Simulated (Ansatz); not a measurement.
`F[Si](Cl)(Cl)[O][GeH3]` and `F[SiH2]N[Si](F)(Cl)Cl` differ in one atom or group.

Ansatz, PBE0-D4/def2-TZVP geometries, multiplicity 1. Each molecule was computed in one conformer, which needn't be the lowest.

Scalar relativity is left out up to krypton.

| property | `F[Si](Cl)(Cl)[O][GeH3]` |
| --- | --- |
| size of the dipole moment (B3LYP/def2-TZVPP) / D | 2.97 |
| LUMO energy (PBE/def2-TZVPP) / eV | -1.29 |
| HOMO–LUMO gap (B3LYP/def2-TZVPP) / eV | 8.28 |
| LUMO energy (ωB97M-V/def2-TZVPP) / eV | 1.44 |
| HOMO energy (ωB97M-V/def2-TZVPP) / eV | -11.48 |
| size of the dipole moment (ωB97M-V/def2-TZVPP) / D | 2.98 |

(1) Give the same properties after the change, and the shifts. (Best estimate.)

Results:

(1) The calculation gave: 
| property | `F[SiH2]N[Si](F)(Cl)Cl` | shift |
| --- | --- | --- |
| size of the dipole moment (B3LYP/def2-TZVPP) / D | 2.17 | -0.80 |
| LUMO energy (PBE/def2-TZVPP) / eV | -0.84 | 0.45 |
| HOMO–LUMO gap (B3LYP/def2-TZVPP) / eV | 8.42 | 0.14 |
| LUMO energy (ωB97M-V/def2-TZVPP) / eV | 1.73 | 0.29 |
| HOMO energy (ωB97M-V/def2-TZVPP) / eV | -11.19 | 0.29 |
| size of the dipole moment (ωB97M-V/def2-TZVPP) / D | 2.15 | -0.83 |

With PBE0 the HOMO rises by 0.32 eV and the LUMO rises by 0.48 eV, so the gap widens by about 0.16 eV. PBE moves the HOMO by 0.28 eV and ωB97M-V by 0.29 eV. The zero-point energy changes by 23.7 kJ/mol with +3 modes. Dipoles are sizes alone; their direction can turn.

B3LYP here is the variant with VWN-RPA as its local correlation; programs differ in this.
